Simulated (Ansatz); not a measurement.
`[CH3][Ti]([OH])([Cl])[Cl]` + NH₃ → `[NH2][Ti]([OH])([Cl])[Cl]` + CH₄ at 400 K and 1 bar (ligand exchange at a Ti–C bond).

Gas-phase electronic energies from Ansatz, PBE0-D4/def2-TZVP geometries. CCSD(T)/CBS adds triple-zeta CCSD(T) − MP2 to the extrapolated MP2 energy (def2 sets, frozen cores). This one scheme is used for every species. For Ti outer-core shells are correlated without core-valence functions, which leaves a few kJ/mol of doubt a bond. Scalar relativity is left out up to krypton. Each species was taken in one conformer, which may not be the lowest.

```
                    species  CCSD(T)/CBS energy (Eh)  H − E (kJ/mol)  S (J/(mol·K))
`[CH3][Ti]([OH])([Cl])[Cl]`              -1884.30053           170.9          432.4
                        NH₃                -56.50880           104.2          203.1
`[NH2][Ti]([OH])([Cl])[Cl]`              -1900.38547           144.0          425.4
                        CH₄                -40.46206           131.3          197.2
```

H − E and S are ideal-gas, rigid-rotor, harmonic terms from PBE0-D4/def2-TZVP, for one conformer and one mirror image of each species. 1 Eh = 2625.50 kJ/mol, R = 8.31446 J/(mol·K).

**Question.** By hand: ΔE, ΔH, ΔS and ΔG.

**Answer.** ΔE = (-1900.38547) + (-40.46206) − (-1884.30053) − (-56.50880) = -0.03820 Eh = -100.3 kJ/mol. Δ(H − E) = 144.0 + 131.3 − 170.9 − 104.2 = 0.2, so ΔH = -100.1 kJ/mol. ΔS = 425.4 + 197.2 − 432.4 − 203.1 = -12.9 J/(mol·K). ΔG = -100.1 − 400 × (-12.9)/1000 = -94.9 kJ/mol.

**Question.** By hand: the equilibrium constant, and the temperature at which ΔG would vanish if ΔH and ΔS stayed fixed.

**Answer.** log₁₀ K = −ΔG/(RT ln 10) = 12.4. ΔG = 0 at ΔH/ΔS = 7760 K, far beyond where these terms or the molecules hold.

The number of gas molecules stays the same, so ΔS is small and ΔH decides. A doubt of 5 kJ/mol in ΔE shifts log₁₀ K by 0.7 here. Other conformers and mirror images would add mixing entropy, several J/(mol·K) or more a flexible species. These are equilibria of isolated gas molecules and say nothing of rates. Largest T1 diagnostic: 0.024 (customary marks: 0.02 for closed shells, 0.045 for open ones).
